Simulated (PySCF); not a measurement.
A homologous series of growing length: n-germane silyl/silyl. All species are isolated molecules in the gas phase. One relaxed conformer stands for each flexible species; it need not be the lowest. Strings in code marks are SMILES.

Method: PBE-D3(BJ)/def2-TZVP // r2SCAN-D4/def2-SVP (PySCF). 

```tsv
n	species	HOMO (eV)
2	`[SiH3][GeH2][GeH2][SiH3]` (Si–Ge–Ge–Si torsion 178°)	-6.60
3	`[SiH3][GeH2][GeH2][GeH2][SiH3]` (Si–Ge–Ge–Ge torsion 175°, Ge–Ge–Ge–Si torsion 178°)	-6.41
4	`[SiH3][GeH2][GeH2][GeH2][GeH2][SiH3]`	-6.27
5	`[SiH3][GeH2][GeH2][GeH2][GeH2][GeH2][SiH3]`	-6.16
6	`[SiH3][GeH2][GeH2][GeH2][GeH2][GeH2][GeH2][SiH3]`	-6.08
7	`[SiH3][GeH2][GeH2][GeH2][GeH2][GeH2][GeH2][GeH2][SiH3]`	-6.02
```

### Question
Fit the HOMO to a + b/n by least squares and give the limit of the infinite chain.

### Answer
a = -5.83 eV and b = -1.61 eV, with a largest residual of 0.04 eV. The limit a is a rough one, since such series level off at large n.
